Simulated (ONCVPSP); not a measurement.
boron: one change to an ONCV potential, before and after

* Element: B
* Generator: ONCVPSP 4.0.1
* Type: optimised norm-conserving Vanderbilt (ONCV)
* Functional: PBE
* Relativity: non-relativistic
* Frozen core: [He]
* Valence charge: 3
* Reference configuration: 2s2 2p1
* Partial waves: 2s: rc 1.50 bohr, ncon 4, nbas 8, qcut 3.8 1/bohr, 1 projector; 2p: rc 2.15 bohr, ncon 4, nbas 9, qcut 6.8 1/bohr, 1 projector; d scattering state at 0.17 Ha: rc 2.10 bohr, ncon 4, nbas 9, qcut 4.8 1/bohr, 2 projectors, debl 3.3 Ha
* Local potential: polynomial inside 1.30 bohr (lpopt 2, dvloc0 0 Ha)
* Core correction: polynomial model core, fcfact 0.5

Change: s: qcut 2.9.

Cutoffs: the cutoffs (Ha) at which the residual kinetic energy of the hardest occupied pseudo-wave falls to 1 and 0.1 mHa per electron; they do not see the model core or the augmentation charge, which bear on the density cutoff. Errors are all-electron minus pseudo energies relative to the spin-unpolarised reference configuration.

Task: What does the change do?

Result: The potential gets harder (18 Ha and 69 Ha → 40 Ha and 74 Ha); of the 4 tests that both files solve, the error grows in 1 and shrinks in 0 by more than 15 % and 0.3 meV (median size 17.3 → 21.0 meV); neither file shows a bound ghost.

```csv
quantity,base,changed
"cutoff, loose",18 Ha,40 Ha
"cutoff, tight",69 Ha,74 Ha
loose cutoff by channel,"s 18 Ha, p 12 Ha","s 40 Ha, p 12 Ha"
bound ghosts,none,none
GHOST(+) flags under 300 eV,none,none
"error for 2s2 2p0, meV [ΔE 8.22 eV]",+28,+32
"error for 2s1 2p0, meV [ΔE 33.64 eV]",+82,+78
"error for 2s2 2p0.5, meV [ΔE 2.89 eV]",+3.7,+4.2
"error for 2s0 2p3, meV [ΔE 11.71 eV]",+6.2,+10
s: phases at 1.52 bohr within 0.05 rad from the reference energy up to (Ha; the scan ends near 5),2.1,1.9
p: phases at 2.18 bohr within 0.05 rad from the reference energy up to (Ha; the scan ends near 5),1.1,1.1
d: phases at 2.13 bohr within 0.05 rad from the reference energy up to (Ha; the scan ends near 5),to the end of the scan,to the end of the scan
"rms error of d²Exc/dni dnj with the model core, mHa",1.43,1.47
```
